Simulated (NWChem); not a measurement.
Correlation energy of ClGe

```
Ge
Cl 1 2.2045
```
Charge 0, spin multiplicity 2.

The numbers come from NWChem runs, not from measurements. All single points use one geometry, from UB3LYP/def2-SVP, a minimum by its harmonic frequencies.

Basis set: def2-SVP. Each correlation energy counts from its own Hartree-Fock reference.

The Hamiltonian is non-relativistic. The correlated methods keep 14 core orbitals frozen. This spin state was chosen for the runs; another may lie lower. The structure started from a generated list of species. The unpaired electrons of the parent sit in orbitals of symmetry b1 (C2v labels of the run); other states weren't searched. No SCF solution was tested for a lower state. Open-shell Hartree-Fock references start from PBE0 orbitals. No row is a measurement; the coupled-cluster row has its own basis-set and correlation limits.

**Question.** For the correlation energy, UMP2 gives -317.2 mHa and SCS-UMP2 gives -298.3 mHa. What do CCSD on UHF, CCSD[T] on UHF, CCSD(T) on UHF give?

**Answer.** CCSD on UHF: -331.8 mHa; CCSD[T] on UHF: -342.0 mHa; CCSD(T) on UHF: -341.1 mHa.
